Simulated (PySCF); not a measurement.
## V⁺ (vanadium, charge +1) across methods

[Ar] 3d3 4s1, high-spin 5F determinant (an excited configuration). All numbers are calculated (PySCF 2.14, the spin-free X2C one-electron Hamiltonian (Gaussian nucleus), in x2c-QZVPPall).

```
   method  E (hartree)  mean ε 3p β (eV)  mean ε 3d α (eV)  mean ε 4s α (eV)  Σ⟨r²⟩ (bohr²)   ⟨S²⟩
    HSE06     -948.765           -51.886           -15.412           -11.820          27.58  6.001
CAM-B3LYP     -948.990           -53.678           -17.239           -13.244          27.54  6.001
      UHF   -947.94861           -58.911           -21.271           -13.720          27.93  6.002
     TPSS     -948.970           -49.901           -13.953           -11.391          27.64  6.001
   r2SCAN     -948.916           -50.401           -14.384           -11.697          27.47  6.001
      LDA     -946.725           -49.754           -13.933           -11.722          27.54  6.000
     PBE0     -948.742           -52.283           -15.842           -12.141          27.59  6.001
  wB97X-V     -948.815           -54.892           -18.176           -13.906          27.73  6.001
      PBE     -948.711           -49.642           -13.886           -11.493          27.68  6.000
```
